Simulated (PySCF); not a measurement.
²⁹Si chemical shifts

Rapidly exchanging positions averaged, no solvent model, non-relativistic Hamiltonian, one conformer. Geometry: GFN2-xTB; shieldings: GIAO PBE0/pcSseg-1; PySCF.

Shieldings were converted by a linear fit to measured shifts: ²⁹Si (scatter 8.9 ppm rms, 25.8 ppm with the 6 outliers that the fit left out vs TMS, solution or neat liquid). Occasional misses reach two or three times the rms, and more in compound classes unlike the fitted ones.

Task: Give the ²⁹Si shifts of `N[Si@@H]1C[Si@@](N)([SiH3])[SiH2]1`, `CS[Si@H](C#N)[SiH2]C#N`, `CCC[Si@@H]1CC[C@H]1OC=O`, `C[Si](C)(C)c1[nH]nnc1C#N`, `C#C[Si@H](C=C)C([SiH3])[SiH3]`, `C[Si](C)(C)C(F)(F)Cl`, `N[Si@@H]1C[Si@](N)([SiH3])[SiH2]1`, `Cc1nn([SiH](C)C)nc1C#N`, `CO[SiH2][SiH2]C(C)=C(F)F`, `CO[Si@@H]1CC[C@H](CC=O)C1`.

Result: 
| compound | environment | δ (ppm) |
| --- | --- | --- |
| [NH2:1][Si@@H:2]1[CH2:3][Si@@:4]([NH2:5])([SiH3:6])[SiH2:7]1 | Si4: silicon bonded to C, N, 2 Si, in a 4-membered ring | -9.7 |
| [NH2:1][Si@@H:2]1[CH2:3][Si@@:4]([NH2:5])([SiH3:6])[SiH2:7]1 | Si2: silicon bonded to C, N, Si, H, in a 4-membered ring | -17.0 |
| [NH2:1][Si@@H:2]1[CH2:3][Si@@:4]([NH2:5])([SiH3:6])[SiH2:7]1 | Si7: silicon bonded to 2 Si, 2 H, in a 4-membered ring | -71.0 |
| [NH2:1][Si@@H:2]1[CH2:3][Si@@:4]([NH2:5])([SiH3:6])[SiH2:7]1 | Si6: silicon bonded to Si, 3 H | -100.9 |
| [CH3:1][S:2][Si@H:3]([C:4]#[N:5])[SiH2:6][C:7]#[N:8] | Si3: silicon bonded to C, S, Si, H | -46.5 |
| [CH3:1][S:2][Si@H:3]([C:4]#[N:5])[SiH2:6][C:7]#[N:8] | Si6: silicon bonded to C, Si, 2 H | -92.0 |
| CCC[Si@@H]1CC[C@H]1OC=O | silicon bonded to 3 C, H, in a 4-membered ring | -22.0 |
| C[Si](C)(C)c1[nH]nnc1C#N | silicon bonded to 4 C | -16.0 |
| [CH:1]#[C:2][Si@H:3]([CH:4]=[CH2:5])[CH:6]([SiH3:7])[SiH3:8] | Si3: silicon bonded to 3 C, H | -42.4 |
| [CH:1]#[C:2][Si@H:3]([CH:4]=[CH2:5])[CH:6]([SiH3:7])[SiH3:8] | Si8: silicon bonded to C, 3 H | -66.6 |
| [CH:1]#[C:2][Si@H:3]([CH:4]=[CH2:5])[CH:6]([SiH3:7])[SiH3:8] | Si7: silicon bonded to C, 3 H | -67.7 |
| C[Si](C)(C)C(F)(F)Cl | silicon bonded to 4 C | 1.3 |
| [NH2:1][Si@@H:2]1[CH2:3][Si@:4]([NH2:5])([SiH3:6])[SiH2:7]1 | Si4: silicon bonded to C, N, 2 Si, in a 4-membered ring | -19.5 |
| [NH2:1][Si@@H:2]1[CH2:3][Si@:4]([NH2:5])([SiH3:6])[SiH2:7]1 | Si2: silicon bonded to C, N, Si, H, in a 4-membered ring | -19.5 |
| [NH2:1][Si@@H:2]1[CH2:3][Si@:4]([NH2:5])([SiH3:6])[SiH2:7]1 | Si7: silicon bonded to 2 Si, 2 H, in a 4-membered ring | -67.4 |
| [NH2:1][Si@@H:2]1[CH2:3][Si@:4]([NH2:5])([SiH3:6])[SiH2:7]1 | Si6: silicon bonded to Si, 3 H | -97.3 |
| Cc1nn([SiH](C)C)nc1C#N | silicon bonded to 2 C, N, H | -5.7 |
| [CH3:1][O:2][SiH2:3][SiH2:4][C:5]([CH3:6])=[C:7]([F:8])[F:9] | Si3: silicon bonded to O, Si, 2 H | -26.8 |
| [CH3:1][O:2][SiH2:3][SiH2:4][C:5]([CH3:6])=[C:7]([F:8])[F:9] | Si4: silicon bonded to C, Si, 2 H | -72.8 |
| CO[Si@@H]1CC[C@H](CC=O)C1 | silicon bonded to 2 C, O, H, in a 5-membered ring | 7.0 |
